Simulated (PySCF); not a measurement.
The vertical singlet excitations below were computed for one of the candidates. Method: PySCF, TDDFT CAM-B3LYP/def2-SVPD, vertical, gas phase, core orbitals frozen in the response. Geometries: GFN2-xTB, one conformer each.

| state | E (eV) | λ (nm) | f |
| --- | --- | --- | --- |
| S1 | 8.59 | 144.4 | 0.0000 |
| S2 | 8.90 | 139.3 | 0.0047 |
| S3 | 9.02 | 137.4 | 0.0061 |
| S4 | 9.08 | 136.5 | 0.010 |
| S5 | 9.30 | 133.3 | 0.0058 |
| S6 | 9.32 | 133.0 | 0.0023 |
| S7 | 9.33 | 132.8 | 0.0002 |
| S8 | 9.44 | 131.4 | 0.0001 |

Triplets computed (Tamm–Dancoff): 8.45, 8.75, 8.85 eV.

Task: Which structure fits? All have the formula C6H7F3.
A. `F[C@H]1[C@@]2(F)CC[C@]1(F)C2`
B. `FC[C@]1(C(F)F)[C@@H]2C[C@@H]21`
C. `FC1=C[C@@H](C(F)F)CC1`

Result: A. Its S1, at 8.59 eV, is the highest among the candidates; the nearest of the others has S1 at 7.60 eV. S1 is HOMO→LUMO (83%). Löwdin shares by element: HOMO carbon 42% or more, fluorine 13% or more (atoms not listed hold the other 45%); LUMO carbon 31% or more, hydrogen 8% or more (atoms not listed hold the other 61%). At the same level the other candidates give, for their lowest levels:
- `FC[C@]1(C(F)F)[C@@H]2C[C@@H]21`: 7.60 eV (f 0.001); 7.81 eV (f 0.049); 7.93 eV (f 0.015); 8.20 eV (f 0.011); 8.45 eV (f 0.036); T1 6.65 eV; HOMO -9.14, LUMO 1.36 eV
- `FC1=C[C@@H](C(F)F)CC1`: 7.04 eV (f 0.012); 7.09 eV (f 0.261); 7.41 eV (f 0.002); 7.90 eV (f 0.006); 8.24 eV (f 0.021); T1 4.43 eV; HOMO -8.70, LUMO 1.21 eV

Without π bonds the low states are Rydberg-like; a valence basis with one diffuse set may place them up to an eV too high.
